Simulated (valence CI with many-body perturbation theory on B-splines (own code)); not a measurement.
## E1 transitions of Er LXII

Method: configuration interaction combined with many-body perturbation theory (CI+MBPT): five valence electrons over a frozen Dirac-Fock core [He], a basis of 9 s, 9 p, 8 d, 6 f, 3 g, 1 h functions for each j, with the one-electron correlation potential Σ1, the two-electron term Σ2, the three-electron term Σ3, Breit, model QED; selected CI, second order for the rest (own B-spline code, finite nucleus).

The last digits are not significant, and no measured levels were compared; by estimate large intervals hold to a few tenths of a per cent, small ones and those within an open d or f shell to about a per cent. Among the levels kept, up to 1100 cm⁻¹ of a level comes from second order outside the variational space, and about a tenth of that is noise between levels of different J, which matters for small intervals.

Lines 101 to 150 of 256 in falling wavelength, among levels below 9188.9 eV, chosen from the strongest by gf and those to the six lowest levels. Wavelengths and rates use the calculated energies. Electric multipoles are in the length gauge, E1 and E2 with the static RPA response of the core. Weak lines are less certain than strong ones. Lines between different terms over intervals too small for the method are left out, as are lines whose strength nearly cancels. The highest levels of a list are the least certain.

Levels are named by their leading jj configuration (3d3/2^4 stands for four electrons in 3d with j = 3/2), which in mixed levels can hold well under half, so a name can repeat and another be missing. Letters in brackets count levels of one name in rising energy.

```csv
λ vac (Å),Upper,Lower,A (s⁻¹),log gf,Branch %
9.547,(2p1/2 2p3/2^4) J=1/2,(2s 2p1/2 2p3/2^3) J=3/2 [b],1.20e+13,-0.48,66.7
9.537,(2s 2p1/2^2 2p3/2 3p1/2) J=1/2,(2s^2 2p1/2^2 3p1/2) J=1/2,5.79e+12,-0.80,1.2
9.531,(2s 2p1/2 2p3/2^3) J=3/2 [b],(2s^2 2p1/2 2p3/2^2) J=1/2,2.66e+12,-0.84,23.5
9.530,(2s 2p1/2^2 2p3/2 3d3/2) J=5/2 [b],(2s^2 2p1/2^2 3d3/2) J=3/2,4.66e+12,-0.42,38.5
9.526,(2s 2p1/2^2 2p3/2 3p1/2) J=3/2 [b],(2s^2 2p1/2^2 3p1/2) J=1/2,5.40e+12,-0.53,1.4
9.507,(2s 2p1/2 2p3/2^3) J=5/2,(2s^2 2p1/2 2p3/2^2) J=3/2,2.59e+11,-1.68,5.8
9.502,(2p1/2^2 2p3/2^3) J=3/2,(2s 2p1/2^2 2p3/2^2) J=3/2,8.63e+12,-0.33,64.5
9.492,(2p1/2^2 2p3/2^3) J=3/2,(2s 2p1/2^2 2p3/2^2) J=1/2,1.96e+12,-0.97,14.7
9.491,(2s 2p1/2^2 2p3/2 3s) J=3/2 [b],(2s^2 2p1/2^2 3s) J=1/2,4.95e+12,-0.57,6.3
9.486,(2s 2p3/2^4) J=1/2,(2s^2 2p3/2^3) J=3/2,9.56e+12,-0.59,98.8
9.479,(2p1/2 2p3/2^4) J=1/2,(2s 2p1/2 2p3/2^3) J=1/2,5.57e+12,-0.82,30.8
9.475,(2s 2p1/2^2 2p3/2 3d3/2) J=1/2 [b],(2s^2 2p1/2^2 3d3/2) J=3/2,5.74e+12,-0.81,1.9
9.470,(2s 2p1/2^2 2p3/2 3p3/2) J=3/2 [b],(2s^2 2p1/2^2 3p3/2) J=3/2,5.60e+12,-0.52,3.6
9.438,(2s 2p1/2^2 2p3/2 3p3/2) J=1/2 [b],(2s^2 2p1/2^2 3p3/2) J=3/2,5.52e+12,-0.83,33.6
9.291,(2s 2p1/2^2 2p3/2^2) J=1/2,(2s^2 2p1/2^2 2p3/2) J=3/2,5.00e+12,-0.89,98.8
9.281,(2s 2p1/2^2 2p3/2^2) J=3/2,(2s^2 2p1/2^2 2p3/2) J=3/2,9.14e+12,-0.33,99.0
9.208,(2s 2p1/2 2p3/2^3) J=3/2 [b],(2s^2 2p1/2 2p3/2^2) J=5/2,8.24e+12,-0.38,72.9
9.117,(2s 2p1/2 2p3/2^3) J=1/2,(2s^2 2p1/2 2p3/2^2) J=3/2,8.28e+12,-0.69,72.7
9.055,(2s 2p1/2 2p3/2^3) J=3/2 [b],(2s^2 2p1/2 2p3/2^2) J=3/2,3.27e+11,-1.79,2.9
8.852,(2p1/2^2 2p3/2^3) J=3/2,(2s 2p1/2^2 2p3/2^2) J=5/2,2.54e+12,-0.92,19.0
5.633,(2s 2p1/2 2p3/2^3) J=3/2 [a],(2s^2 2p1/2^2 2p3/2) J=3/2,1.73e+10,-3.48,0.4
5.534,(2s 2p1/2 2p3/2^3) J=5/2,(2s^2 2p1/2^2 2p3/2) J=3/2,1.47e+09,-4.39,0.0
5.400,(2s 2p1/2 2p3/2^3) J=1/2,(2s^2 2p1/2^2 2p3/2) J=3/2,6.75e+10,-3.23,0.6
5.378,(2s 2p1/2 2p3/2^3) J=3/2 [b],(2s^2 2p1/2^2 2p3/2) J=3/2,4.03e+10,-3.16,0.4
5.359,(2s 2p3/2^4) J=1/2,(2s^2 2p1/2 2p3/2^2) J=3/2,9.20e+10,-3.10,1.0
2.009,(2s^2 2p1/2^2 3p1/2) J=1/2,(2s 2p1/2^2 2p3/2^2) J=1/2,9.80e+10,-3.93,5.5
1.935,(2s^2 2p1/2^2 3s) J=1/2,(2s^2 2p1/2 2p3/2^2) J=1/2,2.71e+10,-4.52,0.0
1.919,(2s^2 2p1/2^2 3p3/2) J=3/2,(2s 2p1/2^2 2p3/2^2) J=1/2,2.66e+10,-4.23,1.5
1.891,(2s^2 2p1/2^2 3p3/2) J=3/2,(2s 2p1/2^2 2p3/2^2) J=5/2,1.30e+11,-3.56,7.3
1.803,(2s^2 2p1/2^2 3d3/2) J=3/2,(2s^2 2p1/2 2p3/2^2) J=1/2,5.55e+10,-3.97,0.0
1.786,(2s^2 2p1/2^2 3d3/2) J=3/2,(2s^2 2p1/2 2p3/2^2) J=3/2,1.31e+11,-3.60,0.1
1.770,(2s^2 2p1/2^2 3d5/2) J=5/2,(2s^2 2p1/2 2p3/2^2) J=5/2,1.29e+10,-4.44,0.0
1.764,(2s^2 2p1/2^2 3d5/2) J=5/2,(2s^2 2p1/2 2p3/2^2) J=3/2,1.22e+10,-4.47,0.0
1.740,(2s^2 2p1/2 2p3/2 3p1/2) J=3/2 [a],(2s 2p1/2^2 2p3/2^2) J=1/2,3.92e+10,-4.15,3.0
1.728,(2s^2 2p1/2 2p3/2 3p1/2) J=3/2 [b],(2s 2p1/2^2 2p3/2^2) J=1/2,4.42e+11,-3.10,13.6
1.714,(2s^2 2p1/2 2p3/2 3p1/2) J=5/2,(2s 2p1/2^2 2p3/2^2) J=5/2,1.61e+11,-3.37,9.2
1.706,(2s^2 2p1/2 2p3/2 3p1/2) J=3/2 [b],(2s 2p1/2^2 2p3/2^2) J=5/2,5.41e+11,-3.02,16.7
1.694,(2s 2p1/2^2 2p3/2 3s) J=3/2 [a],(2s 2p1/2^2 2p3/2^2) J=1/2,4.82e+13,-1.08,27.8
1.685,(2s^2 2p1/2 2p3/2 3s) J=3/2 [a],(2s^2 2p1/2 2p3/2^2) J=1/2,5.47e+11,-3.03,0.6
1.683,(2s^2 2p1/2 2p3/2 3s) J=1/2,(2s^2 2p1/2 2p3/2^2) J=1/2,5.22e+13,-1.35,24.8
1.682,(2s 2p1/2^2 2p3/2 3s) J=1/2,(2s 2p1/2^2 2p3/2^2) J=3/2,1.01e+14,-1.07,66.0
1.681,(2s 2p1/2^2 2p3/2 3s) J=1/2,(2s 2p1/2^2 2p3/2^2) J=1/2,4.69e+13,-1.40,30.6
1.679,(2s^2 2p1/2 2p3/2 3s) J=3/2 [b],(2s^2 2p1/2 2p3/2^2) J=1/2,5.16e+13,-1.06,26.1
1.679,(2s 2p1/2^2 2p3/2 3s) J=3/2 [b],(2s 2p1/2^2 2p3/2^2) J=3/2,6.43e+13,-0.96,81.7
1.679,(2s 2p1/2^2 2p3/2 3s) J=5/2,(2s 2p1/2^2 2p3/2^2) J=5/2,6.80e+13,-0.76,94.4
1.675,(2s^2 2p1/2 2p3/2 3s) J=3/2 [a],(2s^2 2p1/2 2p3/2^2) J=5/2,1.49e+13,-1.60,15.2
1.673,(2s^2 2p1/2 2p3/2 3p3/2) J=1/2 [a],(2s 2p1/2^2 2p3/2^2) J=1/2,9.42e+12,-2.10,32.9
1.673,(2s^2 2p1/2 2p3/2 3p3/2) J=3/2 [a],(2s 2p1/2^2 2p3/2^2) J=1/2,4.07e+10,-4.17,1.3
1.673,(2s 2p1/2^2 2p3/2 3s) J=3/2 [a],(2s 2p1/2^2 2p3/2^2) J=5/2,1.13e+14,-0.72,65.2
1.672,(2s^2 2p1/2^2 3s) J=1/2,(2s^2 2p1/2^2 2p3/2) J=3/2,1.46e+14,-0.91,100.0
```
